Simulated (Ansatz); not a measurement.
`N[SiH2]BF` + `N[SiH](O)F` → `N[SiH2]O[SiH](N)F` + `BF`  (cleavage of the Si–B bond)

Isolated molecules relaxed with PBE0-D4/def2-TZVP in Ansatz; ΔE leaves out vibrations. CBS: MP2 limit from def2 TZ/QZ plus the TZ coupled-cluster correction, frozen cores. This one scheme is used for every species. DFT in def2-TZVPP. One conformer a species, not always the lowest.

`N[SiH2]BF`:

Cartesian coordinates in Å:
```
N 1.399 -0.642 0.205
Si -0.269 -0.335 0.517
B -0.878 1.132 -0.754
F -2.045 1.725 -0.563
H 1.915 -1.295 0.773
H 1.727 -0.664 -0.747
H -0.410 0.078 1.941
H -1.188 -1.508 0.341
H -0.251 1.508 -1.713
```

`N[SiH](O)F`:

Z-matrix (Å, degrees):
```
Si
O 1 1.629
F 1 1.596 2 112.6
N 1 1.699 2 110.7 3 116.3
H 1 1.474 2 104.5 3 -115.6
H 2 0.959 1 117.0 3 -71.5
H 4 1.007 1 120.5 2 -153.1
H 4 1.006 1 121.6 2 56.5
```

`N[SiH2]O[SiH](N)F`:

```xyz
13

N     1.011   -0.940   -1.318
Si    1.467    0.526   -0.548
O     0.231    1.183    0.298
Si   -1.182    0.818    1.006
N    -1.395   -0.860    0.945
F    -2.313    1.634    0.225
H     1.504   -1.791   -1.101
H     0.665   -0.948   -2.263
H     1.867    1.550   -1.542
H     2.573    0.197    0.384
H    -1.241    1.321    2.390
H    -2.191   -1.321    1.353
H    -0.997   -1.369    0.170
```

`BF`:

```xyz
4

B    -0.024    0.038    0.020
F     0.617   -0.979   -0.515
H    -0.522   -0.118    1.098
H    -0.071    1.059   -0.604
```

```csv
level,ΔE (kJ/mol)
PBE0,-142.0
HF/def2-TZVPP,-177.2
MP2/def2-QZVPP,-171.0
HF/CBS(def2),-179.9
```

Question: What does CCSD(T)/CBS give? (Best estimate.)

Answer: The calculation gave: -161.8 kJ/mol. The listed levels differ from it by 19.8, -15.4, -9.2, -18.1 kJ/mol.

Largest T1 diagnostic among the species: 0.013.

From PBE to PBE0 (25 % exact exchange), in def2-TZVPP and without D4, ΔE moves by −10.0 kJ/mol. The D4 term adds −9.2 kJ/mol with B3LYP and −5.4 kJ/mol with PBE0; it sums over pairs of atoms, weighted by their polarisabilities, and B3LYP, whose exchange is more repulsive, gets the larger term.

B3LYP here is the variant with VWN-RPA as its local correlation; programs differ in this.
